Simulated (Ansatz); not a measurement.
Reaction (isomerisation): `C[SiH](N)BF` → `BN(C)[SiH2]F`

Program: Ansatz. Geometries: PBE0-D4/def2-TZVP. ΔE: electronic, gas phase. CCSD(T)/CBS adds triple-zeta CCSD(T) − MP2 to the extrapolated MP2 energy (def2 sets, frozen cores). DFT in def2-TZVPP. B3LYP here is the variant with VWN-RPA as its local correlation; programs differ in this. Each species was taken in one conformer, which may not be the lowest.

`C[SiH](N)BF`:

Cartesian coordinates in Å:
```
C 1.176 -0.668 0.933
Si -0.050 0.493 0.107
N 0.332 0.975 -1.504
B -1.889 -0.378 0.027
F -2.525 -0.676 1.151
H 0.859 -0.897 1.954
H 1.269 -1.610 0.387
H 2.168 -0.211 0.985
H -0.100 1.731 0.943
H 1.146 1.529 -1.712
H 0.085 0.387 -2.283
H -2.471 -0.675 -0.988
```

`BN(C)[SiH2]F`:

Z-matrix (Å, degrees):
```
C
N 1 1.462
H 1 1.094 2 111.0
H 1 1.090 2 109.6 3 119.9
H 1 1.093 2 111.0 3 -120.2
Si 2 1.733 1 117.0 3 56.0
B 2 1.399 1 121.9 3 -123.6
F 6 1.599 2 109.4 1 64.4
H 6 1.482 2 109.4 1 -51.0
H 6 1.474 2 109.7 1 -176.2
H 7 1.197 2 119.1 1 -179.1
H 7 1.198 2 119.4 1 1.2
```

```tsv
level	ΔE (kJ/mol)
PBE-D4	-84.6
r2SCAN-D4	-94.3
ωB97X-V	-97.8
ωB97M-V	-100.6
PBE0	-87.6
B3LYP	-97.9
MP2/def2-TZVPP	-109.6
CCSD(T)/def2-TZVPP	-103.4
```

(1) What does CCSD(T)/CBS give? (An estimate is asked.)

Largest T1 diagnostic among the species: 0.012.

Answers

(1) The calculation gave: -102.7 kJ/mol. The listed levels differ from it by 18.1, 8.4, 4.9, 2.1, 15.1, 4.8, -6.9, -0.7 kJ/mol.

From PBE to PBE0 (25 % exact exchange), in def2-TZVPP and without D4, ΔE moves by −4.8 kJ/mol.
